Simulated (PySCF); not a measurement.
## Electric field gradients and quadrupole coupling constants

Compound: C6H8O3.
Structure used (GFN2-xTB), in Å, numbered top down from 1:
```xyz
17
C6H8O3 angstrom
C     -3.3826    0.3534    0.1479
C     -2.3646   -0.4619    0.3936
C     -0.9932    0.0628    0.5489
O     -0.7140    1.2339    0.5919
C      0.0762   -1.0257    0.6513
O      1.3734   -0.4628    0.6520
C      1.7679    0.0730   -0.5185
C      3.0810    0.7855   -0.3654
O      1.1405   -0.0398   -1.5365
H     -4.3916    0.0015    0.0183
H     -3.2136    1.4151    0.0658
H     -2.4901   -1.5322    0.4727
H     -0.0394   -1.7171   -0.1926
H     -0.0297   -1.5654    1.5950
H      3.7911    0.1470    0.1529
H      2.9211    1.6780    0.2352
H      3.4606    1.0665   -1.3425
```

Field gradients from the PBE0/pcSseg-1 density (PySCF, non-relativistic), principal values in atomic units, ordered |Vxx| ≤ |Vyy| ≤ |Vzz|:

| atom | Vxx | Vyy | Vzz |
| --- | --- | --- | --- |
| O4 | 0.5282 | 1.3506 | -1.8788 |
| O6 | -0.4819 | -1.2730 | 1.7549 |
| O9 | 0.6453 | 0.9651 | -1.6104 |

**Question.** Find the asymmetry η = (Vxx − Vyy)/Vzz and the couplings χ = eQV/h (234.96 MHz × Q in barn × V in au), with Q(17O) = −0.0256 b.

**Answer.** 
```json
{"atom": "O4", "environment": "ketone oxygen", "nucleus": "17O", "η": "0.44", "χzz (MHz)": "11.30", "χxx (MHz)": "-3.18", "χyy (MHz)": "-8.12"}
{"atom": "O6", "environment": "ester single-bonded oxygen", "nucleus": "17O", "η": "0.45", "χzz (MHz)": "-10.56", "χxx (MHz)": "2.90", "χyy (MHz)": "7.66"}
{"atom": "O9", "environment": "ester carbonyl oxygen", "nucleus": "17O", "η": "0.20", "χzz (MHz)": "9.69", "χxx (MHz)": "-3.88", "χyy (MHz)": "-5.81"}
```

The tensor is traceless: Vxx + Vyy + Vzz = 0.

**Question.** What is Vzz at O6 in SI units (1 au = 9.71736 × 10²¹ V/m²)?

**Answer.** 1.7549 au = 17.053 × 10²¹ V/m².

**Question.** And the gradient at the other heavy atoms, for which no coupling is worked out here?

**Answer.** 
```csv
atom,environment,Vzz (au),η
C1,terminal =CH2 carbon,0.471,0.20
C2,alkene CH carbon,0.274,0.55
C3,ketone carbonyl carbon,0.523,0.05
C5,sp3 carbon bound to oxygen,0.413,0.11
C7,ester carbonyl carbon,-0.418,0.94
C8,methyl carbon next to a carbonyl,0.107,0.42
```

**Question.** What couplings would deuterons (Q(2H) = 0.00286 b) have in place of the hydrogens, at this geometry?

**Answer.** 
```tsv
atom	bonded to	bond length (Å)	Vzz (au)	η	χzz (kHz)
H10	C1	1.076	0.3343	0.02	225
H11	C1	1.078	0.3257	0.01	219
H12	C2	1.080	0.3249	0.08	218
H13	C5	1.097	0.2834	0.11	190
H14	C5	1.092	0.2966	0.08	199
H15	C8	1.087	0.3142	0.03	211
H16	C8	1.088	0.3120	0.03	210
H17	C8	1.085	0.3142	0.02	211
```

Isolated species at its GFN2-xTB geometry (one conformer only). GFN2-xTB bond lengths can be off by several hundredths of an ångström, more for odd bonds, and the gradients follow them. These gradients aren't converged with respect to the basis.
